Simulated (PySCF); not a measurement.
**NMR data sheet: C7H7OP**

```
Formula                               : C7H7OP
SMILES                                : Cc1cpccc1C=O
Point group of the computed structure : Cs
Carbon signals                        : 7
Proton signals                        : 5
```

Structure with atom numbers: `[CH3:1][c:2]1[cH:3][p:4][cH:5][cH:6][c:7]1[CH:8]=[O:9]` (H(Xn): hydrogen on atom n).

PySCF 2.14.0 with density-fitted response routines calculation with σ from GIAO-PBE0/pcSseg-1 and structure optimised with GFN2-xTB; rapidly exchanging positions averaged, non-relativistic, a single conformation, in vacuum.

Scale: 1H and 13C vs TMS; 31P vs H3PO4; 17O vs H2O (reference shieldings calculated alike).

| carbon | δC, type | δH (multiplicity) | HMBC from (2–3 bonds) | span of the C tensor (ppm) |
| --- | --- | --- | --- | --- |
| C1 | 25.6, CH3 | 3.03 (s) | H(C3) | 38 |
| C2 | 149.4, C | – | H(C8), H(C3), H(C6), H(C1) | 234 |
| C3 | 167.1, CH | 9.10 (m) | H(C5), H(C1) | 298 |
| C5 | 163.4, CH | 9.30 (m) | H(C3), H(C6) | 322 |
| C6 | 138.2, CH | 8.99 (m) | H(C8), H(C5) | 251 |
| C7 | 135.3, C | – | H(C8), H(C5), H(C3), H(C6), H(C1) | 201 |
| C8 | 195.0, CH | 10.84 (s) | H(C6) | 194 |

Other nuclei:
```
atoms  nucleus                                     environment  δ (ppm)  σ (ppm)
   P4      31P  phosphorus bonded to 2 C, in a 6-membered ring    278.8     39.6
   O9      17O                                 aldehyde oxygen    675.0   -338.9
```

- δC 195.0: aldehyde carbonyl carbon; the double bond to the heteroatom, with no lone-pair donor beside it, deshields it most.
- δC 167.1, 163.4, 138.2: aromatic CH.
- δC 149.4, 135.3: substituted aromatic carbon.
- δH 10.84: hydrogen on an aldehyde carbonyl carbon; deshielded by the polar, anisotropic C=O bond.
- δH 9.30, 9.10, 8.99: hydrogen on an aromatic CH.

Splittings by 31P in the carbon and heteronuclear signals aren't shown, as no couplings were computed. Shifts are as computed. Against solution values, carbons near 30 ppm lie about +3 ppm off and those near 130 ppm about +5 ppm. Of 1211 compounds with measured shifts, 218 miss one by over three times the rms of a fit or turn the order of signals round; such compounds aren't used in these exercises. Unscaled 17O shifts of doubly bonded oxygen tend to come out too high, by tens of ppm or more. Experimental scales use liquid or dissolved standards, which lie at an offset from isolated H2O (liquid H2O: subtract about 36 ppm) and H3PO4. No couplings were computed; multiplicities are counted from neighbouring protons, with m where these are inequivalent, close in shift, in a saturated or five-membered ring or joined by F or P, and br s for small geminal =CH2 splittings.
